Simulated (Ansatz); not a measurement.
Reaction (formal exchange of groups at the Si–O bond): `O[Si](O)(O)O` + `C=CSC#CO` → `C=CS[Si](O)(O)O` + `OC#CO`

Isolated molecules relaxed with PBE0-D4/def2-TZVP in Ansatz; ΔE leaves out vibrations. CCSD(T)/CBS adds triple-zeta CCSD(T) − MP2 to the extrapolated MP2 energy (def2 sets, frozen cores). This one scheme is used for every species. Functionals use def2-TZVPP. Each species was taken in one conformer, which may not be the lowest.

(1) Is it downhill or uphill in electronic energy at CCSD(T)/CBS, and by how much? (An estimate is asked.)

(2) What do these levels give: r2SCAN-D4, PBE0-D4, B2PLYP, PBE, SCS-MP2/def2-QZVPP, MP2/CBS(def2)? (Estimate.)

Largest T1 diagnostic among the species: 0.014.

Answers

(1) The calculation gave: Uphill: ΔE = +145.1 kJ/mol.

(2) Ansatz gave: r2SCAN-D4 143.5, PBE0-D4 130.2, B2PLYP 150.6, PBE 132.3, SCS-MP2/def2-QZVPP 152.8, MP2/CBS(def2) 152.3 kJ/mol.

From PBE to PBE0 (25 % exact exchange), in def2-TZVPP and without D4, ΔE moves by +3.9 kJ/mol. The D4 term adds −10.6 kJ/mol with B3LYP and −5.9 kJ/mol with PBE0; it sums over pairs of atoms, weighted by their polarisabilities, and B3LYP, whose exchange is more repulsive, gets the larger term.

B3LYP here is the variant with VWN-RPA as its local correlation; programs differ in this.
